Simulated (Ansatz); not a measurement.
Calculated with Ansatz (gas phase, PBE0-D4/def2-TZVP geometries, no zero-point term in ΔE). CCSD(T)/CBS adds triple-zeta CCSD(T) − MP2 to the extrapolated MP2 energy (def2 sets, frozen cores). DFT in def2-TZVPP. B3LYP here is the variant with VWN-RPA as its local correlation; programs differ in this. HSE06 is defined as in plane-wave codes. One conformer a species, not always the lowest.

Reaction (cleavage of the Si–Si bond): `F[Si](F)(F)[Si](F)(F)F` + CH₃NH₂ → `CN[Si](F)(F)F` + `F[SiH](F)F`

`F[Si](F)(F)[Si](F)(F)F`:

Cartesian coordinates in Å:
```
F -0.102 0.499 2.206
Si 0.318 -0.453 1.025
F -0.370 -1.851 1.250
F 1.878 -0.654 1.083
Si -0.318 0.453 -1.025
F 0.360 1.857 -1.244
F 0.113 -0.494 -2.207
F -1.879 0.643 -1.087
```

CH₃NH₂:

Cartesian coordinates in Å:
```
C 0.561 0.053 -0.075
N -0.855 0.232 0.201
H 0.853 -0.956 -0.400
H 1.138 0.295 0.820
H 0.869 0.756 -0.853
H -1.159 -0.403 0.927
H -1.408 0.022 -0.620
```

`CN[Si](F)(F)F`:

```xyz
10

C     0.069   -1.360    0.405
N    -0.160    0.060    0.595
Si    0.014    1.241   -0.573
F     1.396    1.102   -1.319
F    -0.085    2.655    0.114
F    -1.064    1.218   -1.727
H     0.653   -1.775    1.230
H     0.643   -1.523   -0.508
H    -0.863   -1.926    0.318
H    -0.604    0.306    1.464
```

`F[SiH](F)F`:

Z-matrix (Å, degrees):
```
Si
F 1 1.573
F 1 1.573 2 108.3
F 1 1.573 2 108.3 3 117.1
H 1 1.461 2 110.7 3 -121.4
```

| level | ΔE (kJ/mol) | difference from CCSD(T)/CBS |
| --- | --- | --- |
| LDA (SPW92) | -100.1 | 13.5 |
| PBE-D4 | -85.5 | 28.1 |
| revPBE-D4 | -84.6 | 29.0 |
| BLYP-D4 | -93.4 | 20.2 |
| B97M-V | -104.9 | 8.7 |
| PBE0-D4 | -98.3 | 15.3 |
| B3LYP-D4 | -103.6 | 10.0 |
| r2SCAN0-D4 | -114.3 | -0.7 |
| HSE06-D4 | -98.3 | 15.3 |
| BHLYP-D4 | -115.6 | -2.0 |
| CAM-B3LYP-D4 | -111.2 | 2.4 |
| ωB97X-V | -106.0 | 7.6 |
| ωB97M-V | -114.2 | -0.6 |
| B2PLYP | -112.0 | 1.6 |
| PBE-QIDH | -113.5 | 0.1 |
| PBE | -86.5 | 27.1 |
| revPBE | -82.2 | 31.4 |
| r2SCAN | -107.3 | 6.3 |
| B3LYP | -105.3 | 8.3 |
| r2SCAN0 | -114.7 | -1.1 |
| HSE06 | -99.4 | 14.2 |
| BHLYP | -119.0 | -5.4 |
| CAM-B3LYP | -112.6 | 1.0 |
| LC-ωPBE | -105.4 | 8.2 |
| RPA@PBE/def2-TZVPP | -111.8 | 1.8 |
| HF/def2-SVP | -135.2 | -21.6 |
| MP2/def2-SVP | -128.4 | -14.8 |
| CCSD/def2-SVP | -124.8 | -11.2 |
| CCSD(T)/def2-SVP | -122.3 | -8.7 |
| HF/def2-TZVPP | -129.4 | -15.8 |
| MP2/def2-TZVPP | -121.4 | -7.8 |
| SCS-MP2/def2-TZVPP | -120.5 | -6.9 |
| CCSD/def2-TZVPP | -117.5 | -3.9 |
| CCSD(T)/def2-TZVPP | -114.7 | -1.1 |
| HF/def2-QZVPP | -129.9 | -16.3 |
| MP2/def2-QZVPP | -120.9 | -7.3 |
| SCS-MP2/def2-QZVPP | -120.0 | -6.4 |
| HF/CBS(def2) | -130.0 | -16.4 |
| MP2/CBS(def2) | -120.2 | -6.6 |
| CCSD/CBS(def2) | -116.3 | -2.7 |
| CCSD(T)/CBS | -113.6 | 0 |

(1) What do rigid-rotor, harmonic-oscillator terms from PBE0-D4/def2-TZVP frequencies (298.15 K, 1 bar) make of the CCSD(T)/CBS value? (An estimate is asked.)

Largest T1 diagnostic among the species: 0.013.

## Answers

(1) The calculation gave: ΔZPE = -4.1 kJ/mol, ΔH = -120.2 kJ/mol, ΔS = 3 J/(mol·K), ΔG = -121.1 kJ/mol. Modes under 50 cm⁻¹ make the entropy rough.

In def2-TZVPP, CCSD(T) changes the Hartree–Fock value by +14.6 kJ/mol (the triples alone add +2.7 kJ/mol) and MP2 by +8.0 kJ/mol. Leaving LDA and LC-ωPBE aside and taking each functional with its dispersion term where it has one, the values spread over 31.0 kJ/mol, from BHLYP-D4 to revPBE-D4. LDA lies −13.6 kJ/mol from PBE without D4.
